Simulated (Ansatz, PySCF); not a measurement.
Pair of molecules: dimethyl selenide (SMILES C[Se]C) (first 9 atoms) with NH3 (SMILES N); geometry from B3LYP-D3(BJ)/def2-TZVP, rigid monomers moved along the line of their centres of mass till H8···N10 is 2.95 Å.
(charge 0, multiplicity 1):
```xyz
13

C     -0.79871     0.06320    -1.83228
Se    -0.60525     0.35728     0.09725
C      1.31833     0.72987     0.10270
H     -0.17824    -0.77308    -2.14772
H     -1.84517    -0.16983    -2.01792
H     -0.52507     0.96420    -2.37730
H      1.85965    -0.11304    -0.32245
H      1.58659     0.85644     1.14919
H      1.52513     1.63788    -0.45973
N      0.48262     0.12969     3.79089
H      0.87805    -0.24066     4.64746
H     -0.26301     0.76577     4.04994
H      0.05372    -0.64190     3.29095
```

Counterpoise-corrected where a basis set is named; no monomer relaxation.

Cores are frozen in the correlated methods. Filled d and f shells under p-block atoms count as core.

The values were computed with Ansatz (a first-principles code) with Gaussian orbitals; PySCF for the dispersion terms. Values without a source in brackets are computed.

PBE/def2-TZVPPD gives -1.88 kcal/mol for the interaction energy.

Task: How do the other levels lie against it? Give each less PBE: PBE-D3(BJ)/def2-TZVPPD, r2SCAN/def2-TZVPPD, B3LYP/def2-TZVPPD, wB97M-V/def2-TZVPPD, MP2/aug-cc-pVDZ, CCSD(T)/aug-cc-pVDZ.

Result: PBE-D3(BJ)/def2-TZVPPD -0.80; r2SCAN/def2-TZVPPD -0.19; B3LYP/def2-TZVPPD 0.63; wB97M-V/def2-TZVPPD -0.49; MP2/aug-cc-pVDZ -0.44; CCSD(T)/aug-cc-pVDZ -0.40 kcal/mol. 1 of 6 lie above PBE; the widest gap is to PBE-D3(BJ)/def2-TZVPPD.
